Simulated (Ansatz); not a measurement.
A run for Ansatz (a first-principles code): U-r2SCAN/cc-pVTZ on BF2HO (SMILES OB(F)F), a point of a bond scan (R = 1.799 Å).

Ansatz 0.2 input:
```yaml
crystal:
  periodic: [false, false, false]
  atoms:
    - {symbol: B, position_ang: [-0.01132654, -0.00676178, 0.01792770]}
    - {symbol: F, position_ang: [1.74054377, -0.28675664, -0.27855286]}
    - {symbol: F, position_ang: [-0.53872025, -0.47351002, 1.13641053]}
    - {symbol: O, position_ang: [-0.79276045, 0.65749755, -0.85724911]}
    - {symbol: H, position_ang: [-0.32999807, 0.96290708, -1.64415257]}
basis:
  gaussian:
    orbitals: cc-pVTZ
hamiltonian:
  xc: {name: r2SCAN}
magnetization: {spin_polarized: true, initial_magnetization: 0}
```

**Question.** What total energy does the run end on?

**Answer.** -300.4544 hartree.
